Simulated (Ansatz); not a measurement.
`CO[Si](O[Si](O)(O)O)(O[Si](O)(O)O)O[Si](O)(O)O`, relaxed with RKS PBE0-D4/def2-TZVP in Ansatz 0.2.0 from a GFN2-xTB geometry. The force threshold is 0.005 eV/Å; the program also tests the step.

Charge 0, multiplicity 1.

Start:

```xyz
30

C    -3.449   -0.994   -1.286
O    -2.308   -0.239   -1.590
Si   -0.972   -0.166   -0.704
O    -1.223    0.640    0.682
Si   -0.378    1.493    1.775
O    -1.209    1.493    3.161
O    -0.245    3.039    1.279
O     1.102    0.889    2.019
O     0.084    0.592   -1.641
Si    1.494    1.394   -1.450
O     2.405    0.716   -0.286
O     1.238    2.939   -1.080
O     2.304    1.273   -2.842
O    -0.448   -1.643   -0.309
Si    0.855   -2.328    0.396
O     2.204   -1.981   -0.456
O     1.052   -1.859    1.919
O     0.651   -3.929    0.325
H    -4.119   -0.936   -2.145
H    -3.949   -0.593   -0.403
H    -3.182   -2.035   -1.098
H    -1.352    0.672    3.622
H    -0.992    3.621    1.401
H     1.739    0.943    1.281
H     2.581   -0.235   -0.352
H     0.770    3.153   -0.264
H     1.941    1.688   -3.618
H     2.289   -2.348   -1.333
H     1.130   -0.918    2.133
H    -0.015   -4.342    0.867
```

| step | energy (eV) | largest force (eV/Å) | largest move (Å) |
| --- | --- | --- | --- |
| 1 | -59350.3326 | 0.786 | 0.000 |
| 2 | -59350.4151 | 0.475 | 0.047 |
| 3 | -59350.4493 | 0.139 | 0.061 |
| 4 (rejected) | -59350.4431 | 0.153 | 0.167 |
| 5 | -59350.4589 | 0.049 | 0.083 |
| 6 | -59350.4637 | 0.045 | 0.100 |
| 7 (rejected) | -59350.4357 | 0.747 | 0.150 |
| 8 | -59350.4658 | 0.015 | 0.075 |
| 9 | -59350.4662 | 0.184 | 0.074 |
| 10 | -59350.4667 | 0.065 | 0.024 |
| 11 | -59350.4669 | 0.008 | 0.007 |
| 12 | -59350.4669 | 0.011 | 0.010 |
| 13 | -59350.4669 | 0.008 | 0.009 |
| 14 | -59350.4669 | 0.003 | 0.005 |

End:

```xyz
30

C    -3.435   -1.015   -1.144
O    -2.313   -0.271   -1.563
Si   -0.952   -0.127   -0.710
O    -1.252    0.652    0.695
Si   -0.426    1.500    1.811
O    -1.273    1.545    3.191
O    -0.191    3.042    1.302
O     1.045    0.841    2.039
O     0.094    0.716   -1.602
Si    1.544    1.471   -1.507
O     2.426    0.750   -0.327
O     1.347    3.030   -1.135
O     2.338    1.311   -2.911
O    -0.364   -1.596   -0.352
Si    0.868   -2.382    0.367
O     2.265   -2.001   -0.420
O     0.994   -1.966    1.920
O     0.679   -3.984    0.204
H    -4.182   -0.976   -1.938
H    -3.871   -0.594   -0.232
H    -3.171   -2.061   -0.961
H    -1.766    0.765    3.447
H    -0.936    3.641    1.376
H     1.688    0.927    1.304
H     2.579   -0.208   -0.431
H     0.835    3.232   -0.338
H     1.950    1.700   -3.695
H     2.477   -2.508   -1.206
H     1.040   -1.019    2.139
H    -0.033   -4.415    0.677
```

Run time 35 s (11 threads of an AMD EPYC 7R13 on a shared host and a whole NVIDIA H100 80 GB); peak host memory 1.9 GiB.
